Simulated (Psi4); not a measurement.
Noncovalent pair: COS (SMILES O=C=S) (first 3 atoms) with H2 (SMILES [H][H]); geometry from B3LYP-D3(BJ)/def2-TZVP, rigid monomers moved along the line of their centres of mass till C2···H4 is 4.44 Å.
(charge 0, multiplicity 1):
```xyz
5

O      1.4289     0.6052     0.1111
C      0.3890     0.1732    -0.1469
S     -1.0172    -0.4111    -0.4946
H      0.5527     0.2221     4.2869
H     -0.1322    -0.0637     4.2310
```

Calculation: SAPT0/jun-cc-pV(D+d)Z run with Psi4 1.11.

Q: Which attractive term is largest, and how does the interaction split up?

A: electrostatics -1.8, exchange 0.4, induction 0.0, dispersion -2.6, total -4.0 meV; the largest attraction is dispersion.
